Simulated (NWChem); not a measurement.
CH$_{2}$F$_{2}$O$_{2}$Si; SMILES O=CO[SiH](F)F

```xyz
8

O     -0.9623    -1.8251     0.0000
C      0.2289    -1.8144     0.0000
O      0.9841    -0.6987     0.0000
Si     0.3832     0.8642     0.0000
F     -0.5184     1.1073    -1.2992
F     -0.5184     1.1073     1.2992
H      0.8768    -2.7145     0.0000
H      1.5424     1.7615     0.0000
```
Atoms are numbered in this order, from 1.

All runs: NWChem. Medium grid unless said otherwise, to which SCAN and Minnesota functionals are sensitive. All runs use the structure optimised with PBE0/def2-SVP.

Problem. Order these by “highest occupied level (eV)”, lowest first: PBE0/def2-TZVP; M06-2X/def2-TZVP; Hartree-Fock/def2-TZVP; PBE/def2-TZVP.

Solution. Hartree-Fock/def2-TZVP (-13.22), M06-2X/def2-TZVP (-10.64), PBE0/def2-TZVP (-8.90), PBE/def2-TZVP (-7.20)
